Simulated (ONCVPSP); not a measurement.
P: one change to an ONCV potential, before and after

phosphorus (P), optimised norm-conserving Vanderbilt (ONCV), made with ONCVPSP 4.0.1 (PBE, non-relativistic). Core [Ne], reference 3s2 3p3. Waves: 3s: rc 1.60 bohr, ncon 5, nbas 9, qcut 3.5 1/bohr, 3 projectors, debl 2.1 Ha; 3p: rc 1.70 bohr, ncon 5, nbas 8, qcut 5.3 1/bohr, 2 projectors, debl 3.2 Ha; d scattering state at 0.03 Ha: rc 1.60 bohr, ncon 4, nbas 8, qcut 7 1/bohr, local. Local part: the d channel. Core correction: none.

Change: s: qcut 4.1; p: qcut 6.2; d: qcut 8.2.

Cutoffs: the cutoffs (Ha) at which the residual kinetic energy of the hardest occupied pseudo-wave falls to 1 and 0.1 mHa per electron; they do not see the model core or the augmentation charge, which bear on the density cutoff. Errors are all-electron minus pseudo energies relative to the spin-unpolarised reference configuration.

Q: Predict the effect on cutoff, ghosts and configuration errors.

A: The potential gets softer (34 Ha and 77 Ha → 13 Ha and 61 Ha); both files keep a bound ghost (s); of the 4 tests that both files solve, the error grows in 0 and shrinks in 2 by more than 15 % and 0.3 meV (median size 25.0 → 18.6 meV).

```tsv
quantity	base	changed
cutoff, loose	34 Ha	13 Ha
cutoff, tight	77 Ha	61 Ha
loose cutoff by channel	s 34 Ha, p 4.8 Ha	s 13 Ha, p 4.9 Ha
bound ghosts	s	s
GHOST(+) flags under 300 eV	s at 211.0 eV	s at 192.4 eV
error for 3s2 3p2, meV [ΔE 9.74 eV]	+0.3	0.0
error for 3s2 3p1, meV [ΔE 28.90 eV]	+7.0	+4.5
error for 3s2 3p0, meV [ΔE 58.65 eV]	+43	+33
error for 3s1 3p0, meV [ΔE 110.53 eV]	+197	+195
s: phases at 1.62 bohr within 0.05 rad from the reference energy up to (Ha; the scan ends near 5)	to the end of the scan	to the end of the scan
p: phases at 1.73 bohr within 0.05 rad from the reference energy up to (Ha; the scan ends near 5)	4.5	4.5
d: phases at 1.62 bohr within 0.05 rad from the reference energy up to (Ha; the scan ends near 5)	3.4	3.6
```

Changed file: The cutoffs count occupied waves only; projector 3 of the s channel, the hardest unoccupied one, needs 49 Ha at the loose tolerance. A true bound ghost makes a file unfit for plane-wave use even where its test errors are small: the radial tests pick states by their node count and pass the ghost by.
